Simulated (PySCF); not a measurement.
F$_{4}$Sn, charge -1, doublet, geometry from GFN2-xTB (such geometries of metal compounds can be far from the true shape) (a state made from the parent by changing its charge; the spin is typed, not shown lowest) (core potentials on Sn); DF-BLYP/def2-TZVPP (PySCF).

PySCF was given this input:
```python
from pyscf import gto, scf, dft

mol = gto.Mole()
mol.atom = '''
    F    -1.143497   -1.783033   -0.875394
    Sn    0.000000    0.000000    0.000000
    F    -1.368901    1.837705    0.045329
    F     0.678881   -0.499713    2.131317
    F     1.833517    0.445040   -1.301253
'''
mol.basis = 'def2-tzvpp'
mol.ecp = {'Sn': 'def2-tzvpp'}
mol.charge = -1
mol.spin = 1
mol.verbose = 4
mol.build()

mf = dft.UKS(mol)
mf.xc = 'blyp'
mf = mf.density_fit(auxbasis='def2-universal-jkfit')
mf.kernel()
```

What the program printed (banner, timings and long lists left out):

```
PySCF version 2.14.0

[INPUT] verbose = 4
[INPUT] num. atoms = 5
[INPUT] num. electrons = 59
[INPUT] charge = -1
[INPUT] spin (= nelec alpha-beta = 2S) = 1
[INPUT] symmetry False subgroup None
[INPUT] Mole.unit = angstrom
[INPUT] Symbol           X                Y                Z      unit          X                Y                Z       unit  Magmom
[INPUT]  1 F     -1.143497000000  -1.783033000000  -0.875394000000 AA   -2.160896154262  -3.369444041062  -1.654254911088 Bohr   0.0
[INPUT]  2 Sn     0.000000000000   0.000000000000   0.000000000000 AA    0.000000000000   0.000000000000   0.000000000000 Bohr   0.0
[INPUT]  3 F     -1.368901000000   1.837705000000   0.045329000000 AA   -2.586847981643   3.472759147744   0.085659395500 Bohr   0.0
[INPUT]  4 F      0.678881000000  -0.499713000000   2.131317000000 AA    1.282899161171  -0.944320710885   4.027605414630 Bohr   0.0
[INPUT]  5 F      1.833517000000   0.445040000000  -1.301253000000 AA    3.464844974734   0.841003714476  -2.459011788769 Bohr   0.0

nuclear repulsion = 251.573775205662
number of shells = 60
number of NR pGTOs = 275
number of NR cGTOs = 174
basis = def2-tzvpp
ecp = {'Sn': 'def2-tzvpp'}

******** <class 'pyscf.df.df_jk.DFUKS'> ********
method = DFUKS
initial guess = minao
damping factor = 0
level_shift factor = 0
DIIS = <class 'pyscf.scf.diis.CDIIS'>
diis_start_cycle = 1
diis_space = 8
diis_damp = 0
SCF conv_tol = 1e-09
SCF conv_tol_grad = None
SCF max_cycles = 50
direct_scf = False
number electrons alpha = 30  beta = 29
XC library pyscf.dft.libxc version 7.1.2
    S. Lehtola, C. Steigemann, M. J. T. Oliveira, and M. A. L. Marques,  SoftwareX 7, 1–5 (2018)
XC functionals = blyp
    A. D. Becke,  Phys. Rev. A 38, 3098 (1988)
    C. Lee, W. Yang, and R. G. Parr,  Phys. Rev. B 37, 785 (1988)
    B. Miehlich, A. Savin, H. Stoll, and H. Preuss,  Chem. Phys. Lett. 157, 200 (1989)
radial grids:
    Treutler-Ahlrichs [JCP 102, 346 (1995); DOI:10.1063/1.469408] (M4) radial grids

becke partition: Becke, JCP 88, 2547 (1988); DOI:10.1063/1.454033
pruning grids: <function nwchem_prune>
grids dens level: 3
symmetrized grids: False
atomic radii adjust function: <function treutler_atomic_radii_adjust>
small_rho_cutoff = 0
Set gradient conv threshold to 3.16228e-05
tot grids = 79008
init E= -576.981101411683

cycle= 1 E= -612.749352919526  delta_E= -35.8  |g|= 1.86  |ddm|= 21.2
cycle= 2 E= -611.915235559489  delta_E= 0.834  |g|= 2.73  |ddm|= 6.37
cycle= 3 E= -613.898474074086  delta_E= -1.98  |g|= 0.484  |ddm|= 3.21
cycle= 4 E= -613.886005342437  delta_E= 0.0125  |g|= 0.487  |ddm|= 0.48
cycle= 5 E= -613.961338188541  delta_E= -0.0753  |g|= 0.0685  |ddm|= 0.438
cycle= 6 E= -613.963652109617  delta_E= -0.00231  |g|= 0.00272  |ddm|= 0.0971
cycle= 7 E= -613.963655573726  delta_E= -3.46e-06  |g|= 0.000782  |ddm|= 0.00604
cycle= 8 E= -613.963655913235  delta_E= -3.4e-07  |g|= 0.000406  |ddm|= 0.002
cycle= 9 E= -613.963655772606  delta_E= 1.41e-07  |g|= 0.000751  |ddm|= 0.000781
cycle= 10 E= -613.963655985165  delta_E= -2.13e-07  |g|= 5.01e-05  |ddm|= 0.00056
cycle= 11 E= -613.963655986059  delta_E= -8.94e-10  |g|= 1.89e-06  |ddm|= 3.34e-05
Extra cycle  E= -613.963655986055  delta_E= 3.75e-12  |g|= 4.18e-06  |ddm|= 4.34e-06
converged SCF energy = -613.963655986055  <S^2> = 0.75230602  2S+1 = 2.0023047
```
